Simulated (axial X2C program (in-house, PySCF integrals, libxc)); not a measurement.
# Working with the constants of GaO⁻

A bond curve at the PBE0 level, two-component, was computed with an axial X2C code built on PySCF integrals (basis Ga dyall-acv3z [10s10p8d5f1g], O dyall-av3z [7s6p3d2f] (cores contracted in-house)) for the state Ω = 0 (closed shell). Its fit gives Re = 1.7036 Å, ωe = 821.8 cm⁻¹, ωexe = 3.88 cm⁻¹ and αe = 3.096e-03 cm⁻¹; the masses are 68.9256 and 15.9949 u. Two-component means X2C with spin–orbit coupling and atomic mean-field Coulomb and Gaunt terms.

Problem. Find the reduced mass, Be and the force constant.

Solution. From the PBE0 values: μ = 12.9822 u. Be = 16.8576/(μ Re²) = 0.4474 cm⁻¹. k = 5.8918×10⁻⁷ μ ωe² = 5.17 mdyn/Å.

Problem. A Morse curve ties αe to the other constants (Pekeris). How well does that hold?

Solution. αe(Morse) = 6Be²/ωe × (√(ωexe/Be) − 1) = 2.842e-03 cm⁻¹; the PBE0 curve gives 3.096e-03 cm⁻¹, a ratio of 0.92.

Problem. Where do the fundamental and the first overtone lie?

Solution. ν(1←0) = ωe − 2ωexe = 814.0 cm⁻¹; ν(2←0) = 2ωe − 6ωexe = 1620.3 cm⁻¹.

Problem. Give B0, the J = 1←0 line in GHz and the most populated J at 300 K (kT = 208.5 cm⁻¹).

Solution. B0 = Be − αe/2 = 0.4459 cm⁻¹; 2B0 = 26.73 GHz; J(max) ≈ √(kT/2B0) − 1/2 = 14.8, so J = 15.

Problem. Estimate the centrifugal constant by the Kratzer relation.

Solution. D = 4Be³/ωe² = 5.30e-07 cm⁻¹.

The state is one determinant whose occupation by symmetry is held fixed; it was picked as the lowest of a PBE0 search that is not exhaustive.
